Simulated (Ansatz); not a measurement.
The same path of BH8NSi3 (13 atoms, charge 0, multiplicity 1) was run twice with different band settings. The coordinate that changes most is the height of N1 over the plane of its neighbours.

The calculation used RKS PBE-D4/def2-SVP (Ansatz).

Relaxed end points:

```xyz
13
Properties=species:S:1:pos:R:3
N -0.879 -0.372 2.204
Si -0.470 -0.011 0.570
Si 1.749 -0.765 0.301
B -1.612 0.824 -0.694
Si -0.583 0.946 -2.254
H -0.253 -0.823 2.874
H -1.796 -0.149 2.599
H 1.864 -1.826 -0.758
H 2.165 -1.368 1.622
H 2.694 0.359 -0.022
H -2.752 1.196 -0.513
H 0.834 0.431 -2.317
H -0.940 1.524 -3.599
```

```xyz
13
Properties=species:S:1:pos:R:3
N -0.846 -0.286 2.228
Si -0.470 -0.011 0.570
Si 1.747 -0.771 0.299
B -1.633 0.771 -0.709
Si -0.609 0.882 -2.273
H -1.751 -0.037 2.634
H -0.205 -0.705 2.906
H 1.865 -1.812 -0.777
H 2.153 -1.396 1.613
H 2.697 0.356 0.003
H -2.770 1.151 -0.524
H 0.807 0.361 -2.338
H -0.964 1.462 -3.618
```

Common settings: spring 5.0 eV/Å²; optimiser quadratic models (default); start path IDPP; force threshold 0.03 eV/Å; iteration limit 60; end points relaxed.

| run | movable images | climbing image |
| --- | --- | --- |
| 1 | 5 | yes |
| 2 | 8 | no |

(1) What does each run give, and how far can it be trusted?

Answers

(1) Run 1: converged after 32 iterations, highest image 0.521 eV above the first end. A vibrational analysis at the climbing image gives one clearly imaginary mode, 381i cm⁻¹: a first-order saddle point.
Run 2: converged after 14 iterations, highest image 0.585 eV above the first end. No image climbed, so the highest image needn't sit at the top of the path.
